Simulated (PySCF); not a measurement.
C3H7BFN, SMILES C=C(C)B(N)F. Geometry: PBE-D3(BJ)/def2-SVP. The structure was generated by enumeration, and PubChem lists no compound with its InChIKey, so it may never have been made. One conformer was computed; it need not be the lowest.

Problem. Give the equilibrium geometry at PBE-D3(BJ)/def2-SVP (PySCF confirms it by a frequency run) as Cartesian coordinates in Å, and its point group. (An estimate is asked for; the answer gives what the named calculation found.)

Solution. Several could match; the one computed here: point group Cs.
```xyz
13

C      1.3454     1.3702     0.0000
C      0.1223     0.7913     0.0000
C     -1.1448     1.6128     0.0000
B      0.0266    -0.7791     0.0000
N     -1.2027    -1.4668     0.0000
F      1.1626    -1.5224     0.0000
H      2.2617     0.7581     0.0000
H      1.4761     2.4672     0.0000
H     -1.7725     1.3868     0.8900
H     -1.7725     1.3868    -0.8900
H     -0.9425     2.7028     0.0000
H     -2.1059    -0.9969     0.0000
H     -1.2591    -2.4853     0.0000
```
Charge 0, spin multiplicity 1.
